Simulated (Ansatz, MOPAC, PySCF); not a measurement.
HCl (SMILES Cl) and CH2O2 (SMILES O=CO) are pulled apart as rigid monomers along the line of their centres of mass, from the B3LYP-D3(BJ)/def2-TZVP minimum. Starting geometry (charge 0, multiplicity 1):
```csv
atom,x (Å),y (Å),z (Å)
Cl,-0.2707,0.3275,-0.0981
H,0.5869,0.0579,0.8584
O,1.1268,-0.2060,2.5809
C,0.2364,-0.0772,3.3870
O,-1.0276,0.2241,3.1145
H,0.3788,-0.1989,4.4664
H,-1.1445,0.3308,2.1487
```

Interaction energies with rigid monomers; basis-set methods are counterpoise corrected unless marked otherwise.

Rows in STO-3G carry no dispersion term and start afresh at each structure. The state that PM7 reach isn't checked; PM7 holds dispersion and hydrogen-bond terms.

The values were computed with Ansatz (Gaussian basis) for Hartree–Fock, density functionals and correlated methods; MOPAC for PM7 (differences of heats of formation); PySCF for STO-3G rows, the dispersion terms. Each number belongs to the level named beside it.

```tsv
H2···O3 (Å)	PM7 (meV)	HF/STO-3G (no counterpoise) (meV)	PBE/def2-TZVPPD (meV)	B3LYP-D3(BJ)/def2-TZVPPD (meV)	wB97X-V/def2-TZVPPD (meV)
1.65	-179.3	-361.5	-306.1	-307.7	-279.7
1.82	-234.5	-302.1	-321.6	-339.2	-315.0
2.09	-228.8	-197.4	-276.6	-303.5	-287.3
2.54	?	-85.6	?	-197.6	-192.3
3.27	-69.6	-25.9	-76.2	-83.6	-84.8
```

Some entries are withheld; supply them.


- 2.54, PM7 (meV): -155.2
- 2.54, PBE/def2-TZVPPD (meV): -176.0

Ansatz is a quantum-chemistry and plane-wave program.
